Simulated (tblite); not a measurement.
Species: C7H8OSi.
Bonds: O1–C2 (double), C2–C3, C3–C4 (double), C4–C5, C5–C6 (double), C6–Si7, C6–C8, C8–C9 (double), C2–C9. Hydrogens: H10 on C3; H11 on C4; H12 on C5; H13, H14, H15 on Si7; H16 on C8; H17 on C9.

Computed with GFN2-xTB (tblite), gas phase: L-BFGS steps from a force-field or distance-geometry start until the largest atomic force falls under 0.01 eV/Å.

Step 2: E = -674.1969 eV
```
atom  x, y, z in Å  |  force x, y, z in eV/Å
O1     -3.2180   -1.4552    0.0294   -0.072  -0.072  -0.049
C2     -2.1491   -0.8506   -0.0430   -0.595  -0.065   0.629
C3     -2.1776    0.6006    0.1129    0.068  -0.377  -0.275
C4     -1.1750    1.4839    0.2453   -0.196   0.162  -0.108
C5      0.2074    1.2088    0.2629   -0.120   0.412   0.189
C6      0.8539    0.0774   -0.0827    0.326  -0.043  -0.319
Si7     2.7196    0.1088    0.1369    0.476   0.074   0.011
C8      0.2954   -1.1422   -0.5512    0.033   0.319  -0.082
C9     -0.9488   -1.6002   -0.3215    0.187   0.095   0.094
H10    -3.1898    0.9518    0.1466   -0.359   0.216   0.067
H11    -1.4552    2.5187    0.3904    0.034   0.100   0.033
H12     0.8288    2.0410    0.5561    0.033   0.130   0.162
H13     3.1659   -1.1306    0.7653    0.013  -0.064  -0.089
H14     3.0741    1.2383    0.9911   -0.017   0.039   0.115
H15     3.3001    0.3774   -1.1705    0.144  -0.143  -0.192
H16     0.9775   -1.7562   -1.1170    0.264  -0.451   0.367
H17    -1.1162   -2.6596   -0.3609   -0.218  -0.331  -0.554
```

Step 3: E = -674.2430 eV
```
atom  x, y, z in Å  |  force x, y, z in eV/Å
O1     -3.2242   -1.4595    0.0282   -0.139  -0.086   0.040
C2     -2.1587   -0.8515   -0.0285   -0.170  -0.311   0.284
C3     -2.1798    0.5952    0.1065    0.025   0.097  -0.070
C4     -1.1774    1.4891    0.2432   -0.235  -0.225  -0.126
C5      0.2053    1.2178    0.2672    0.062  -0.172  -0.034
C6      0.8600    0.0793   -0.0890    0.165   0.478  -0.080
Si7     2.7321    0.1103    0.1379    0.239   0.078  -0.086
C8      0.2994   -1.1342   -0.5542   -0.219  -0.123  -0.103
C9     -0.9478   -1.6022   -0.3192    0.186   0.248   0.105
H10    -3.1958    0.9557    0.1482   -0.159   0.131   0.023
H11    -1.4543    2.5200    0.3911   -0.049   0.198   0.024
H12     0.8292    2.0431    0.5594    0.079   0.233   0.193
H13     3.1659   -1.1315    0.7631    0.045  -0.104  -0.060
H14     3.0734    1.2387    0.9932    0.017   0.080   0.141
H15     3.3031    0.3743   -1.1746    0.163  -0.134  -0.176
H16     0.9838   -1.7669   -1.1094    0.130  -0.271   0.426
H17    -1.1209   -2.6657   -0.3730   -0.141  -0.116  -0.503
```

**Question.** Estimate the geometry and energy of step 4. (The exact step hangs on the optimiser's Hessian estimate; all steps are aligned on step 3, rigid shifts and turns removed.)

**Answer.** E = -674.2871 eV, largest force 0.501 eV/Å
```
atom  x, y, z in Å  |  force x, y, z in eV/Å
O1     -3.2391   -1.4690    0.0280    0.289   0.130   0.155
C2     -2.1686   -0.8586   -0.0055   -0.213  -0.428  -0.151
C3     -2.1854    0.5930    0.0975   -0.109   0.197   0.178
C4     -1.1838    1.4911    0.2380   -0.085  -0.301  -0.065
C5      0.2048    1.2232    0.2712    0.053  -0.083  -0.094
C6      0.8698    0.0949   -0.0972    0.120   0.087  -0.096
Si7     2.7527    0.1136    0.1374   -0.089   0.084  -0.176
C8      0.3025   -1.1272   -0.5611   -0.320  -0.203   0.110
C9     -0.9465   -1.6020   -0.3136    0.179   0.145   0.043
H10    -3.2047    0.9625    0.1505    0.024   0.034  -0.045
H11    -1.4545    2.5257    0.3924   -0.077   0.088  -0.034
H12     0.8313    2.0507    0.5674   -0.042   0.154   0.163
H13     3.1669   -1.1347    0.7591    0.070  -0.118  -0.040
H14     3.0730    1.2409    0.9988    0.066   0.103   0.146
H15     3.3102    0.3676   -1.1835    0.188  -0.119  -0.141
H16     0.9938   -1.7857   -1.0907   -0.033  -0.033   0.440
H17    -1.1294   -2.6739   -0.3985   -0.019   0.263  -0.392
```

The energy changes by -0.0442 eV. The first-order estimate −F·Δx gives -0.0707 eV and the mean of the old and new forces, exact on a quadratic surface, -0.0442 eV. The step makes an angle of 36° with the force vector and moves no atom by more than 0.028 Å.

The cost below is that of the whole relaxation. On an Arm Neoverse V1 with one thread, shared host with 32 logical CPUs at a one-minute load of 29, this took 0.75 s of wall time.
